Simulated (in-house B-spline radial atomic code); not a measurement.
A fraction x of an electron is moved 3d → 4f in Nb III (Nb2+), starting from [Kr] 4d3 and keeping the highest spin. All numbers are computed (scalar-relativistic (X2C) HSE06, spin-polarised, spherical fractional occupations; Fermi nucleus of rms radius 4.324 fm) with a B-spline radial code for spherical atoms, not measured.

Caution: exact exchange at fractional occupations of open shells leaves self-interaction of up to several eV.

```
    x  E(x) - E(0) (eV)  3d down level (eV)  4f up level (eV)
    0            0.0000            -220.513                 -
0.125           27.1621            -223.640            -4.957
 0.25           54.6786            -226.772            -5.195
0.375                 ?                   ?                 ?
  0.5          110.7991            -233.036            -5.640
0.625          139.4062            -236.156            -5.839
 0.75          168.3784            -239.265            -6.029
0.875                 ?                   ?                 ?
    1          227.4153            -245.436            -6.385
```

Problem. What belongs in the row x = 0.375?

Solution. An energy change of 82.5568 eV; 3d down at -229.907 eV, 4f up at -5.428 eV.

Problem. What belongs in the row x = 0.875?

Solution. An energy change of 197.7152 eV; 3d down at -242.359 eV, 4f up at -6.211 eV.

Problem. Check Janak's theorem between x = 0.125 and 0.25.

Solution. The slope of the energy is 220.13 eV; the orbital levels give 220.13 eV (ε of the receiving orbital less ε of the emptying one, averaged over the two points).
